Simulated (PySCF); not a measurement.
A calculated (wB97X-V, PySCF 2.14, cc-pVDZ-X2C, scalar relativity by spin-free X2C-1e) atom or ion has these occupied shells.

```csv
shell,electrons,orbital energy (eV),"rms radius, mean of both spins (bohr)"
1s α,1,-44995.4,0.0264
1s β,1,-44995.4,0.0264
2s α,1,-7339.0,0.107
2s β,1,-7339.0,0.107
2p α,3,-6562.2,0.0959
2p β,3,-6562.1,0.0959
3s α,1,-1612.1,0.278
3s β,1,-1610.6,0.278
3p α,3,-1366.4,0.278
3p β,3,-1364.8,0.278
3d α,5,-1025.2,0.256
3d β,5,-1023.8,0.256
4s α,1,-328.12,0.630
4s β,1,-324.00,0.630
4p α,3,-246.87,0.669
4p β,3,-242.60,0.669
4d α,5,-130.71,0.743
4d β,5,-125.91,0.743
5s α,1,-47.978,1.54
5s β,1,-45.800,1.54
5p α,3,-27.362,1.82
5p β,3,-25.749,1.82
4f α,5,-7.797,1.18
6s α,1,-5.478,4.76
6s β,1,-5.323,4.76
```

(1) Name the element and its charge.

Answers

(1) Pm (promethium, neutral), in [Xe] 4f5 6s2, one real determinant.
